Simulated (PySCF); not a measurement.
Run record: geometry optimisation, `C=[Se]`.

Method: PBE0-D3(BJ)/def2-SVP geometry optimisation, gas phase (PySCF 2.14.0). Start geometry: GFN2-xTB. A driver script takes a list of jobs; this job's settings line and coordinates (Å) are shown.

Input:
```
{"job": {"xc": "PBE0", "basis": "def2-SVP", "d3": "d3bj", "grid": 1, "maxiter": 30, "shake": 0.01, "kind": "geom"}, "charge": 0, "multiplicity": 1}
C     -0.123210    -0.000950     0.005250
Se     1.565320    -0.254780    -0.080920
H     -0.878390    -0.783390    -0.106790
H     -0.525730     1.013760     0.149450
```

Output:
```
step   0  E = -2440.15970637  max force = 0.024248
step   1  E = -2440.16061188  max force = 0.006156
step   2  E = -2440.16052644  max force = 0.005136
step   3  E = -2440.16066975  max force = 0.001249
step   4  E = -2440.16067911  max force = 0.000861
step   5  E = -2440.16068326  max force = 0.000185
optimisation converged
```

Energies in Eh; «max force» is the largest Cartesian gradient component in Eh/bohr.

Question: Give the first gradient maximum in eV/Å.

Answer: With 1 Eh/bohr = 51.422 eV/Å, 1.247 eV/Å.

In short: final energy -2440.16068 Eh after 5 steps; dipole 1.44 D.

Question: Give the final coordinates.

Answer: 0.021 Å rms from the input after alignment:
```
atom  x, y, z in Å
C1    -0.0516    0.0473   -0.0147
Se2    1.6674   -0.2158   -0.1141
H3    -0.7771   -0.7590   -0.1880
H4    -0.4765    1.0309    0.2267
```

Hardware: one thread, Intel Xeon Platinum 8488C (x86_64), shared host with 192 logical CPUs at a one-minute load of 86. Cost: 7.9 s wall, 5.2 s CPU, 0.27 GiB resident at most.
Labels such as C1 count atoms from 1, the log's own numbers from 0.
